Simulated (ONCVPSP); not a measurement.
What the settings do to the ONCV potential of nitrogen

Base potential:

```json
{
  "Element": "N",
  "Generator": "ONCVPSP 4.0.1",
  "Type": "optimised norm-conserving Vanderbilt (ONCV)",
  "Functional": "LDA (Perdew-Wang 92)",
  "Relativity": "scalar-relativistic",
  "Frozen core": "[He]",
  "Valence charge": "5",
  "Reference configuration": "2s1.75 2p3.25",
  "Partial waves": "2s: rc 1.15 bohr, ncon 4, nbas 8, qcut 4.8 1/bohr, 2 projectors, debl 2.9 Ha; 2p: rc 1.55 bohr, ncon 4, nbas 8, qcut 7.2 1/bohr, 2 projectors, debl 2.1 Ha; d scattering state at 0.18 Ha: rc 1.35 bohr, ncon 4, nbas 9, qcut 6.6 1/bohr, 2 projectors, debl 1.1 Ha",
  "Local potential": "polynomial inside 1.05 bohr (lpopt 4, dvloc0 -1 Ha)",
  "Core correction": "none"
}
```

All-electron outer shells of the reference configuration (LDA (PZ), scalar-relativistic, ld1.x):

```json
{"shell": "1s", "level (eV)": "-381.71", "outermost node (bohr)": "–", "outermost maximum (bohr)": "0.15"}
{"shell": "2s", "level (eV)": "-18.54", "outermost node (bohr)": "0.32", "outermost maximum (bohr)": "1.02"}
{"shell": "2p", "level (eV)": "-7.34", "outermost node (bohr)": "–", "outermost maximum (bohr)": "0.97"}
```

Cutoffs, loose and tight: the cutoffs (Ha) at which the residual kinetic energy of the hardest occupied pseudo-wave falls to 1 and 0.1 mHa per electron. They do not see the model core or the augmentation charge, which bear on the density cutoff. Test errors are all-electron minus pseudo excitation energies from the reference, over the configurations 2s2 2p3; 2s2 2p2; 2s2 2p1; 2s1 2p3. A dash means not determined; rows that change the core or the reference have their own tests.

| change | outcome | cutoff, loose | cutoff, tight | bound ghosts | GHOST(+) flags above zero | largest test error (meV) |
| --- | --- | --- | --- | --- | --- | --- |
| base | generated | 91 Ha | 130 Ha | none | none | +291 |
| p: qcut 5.7 | generated | 91 Ha | 130 Ha | none | none | +414 |

**Question.** What comes out with this change to the base: s: qcut 4; p: qcut 6.1; d: qcut 5.6?

**Answer.** outcome: generated; cutoff, loose: 107 Ha; cutoff, tight: 134 Ha; bound ghosts: none; GHOST(+) flags above zero: none; largest test error (meV): +381.

**Question.** What comes out with this change to the base: core correction Teter function, parameters optimised by the program?

**Answer.** outcome: generated; cutoff, loose: 91 Ha; cutoff, tight: 130 Ha; bound ghosts: none; GHOST(+) flags above zero: none; largest test error (meV): +254.
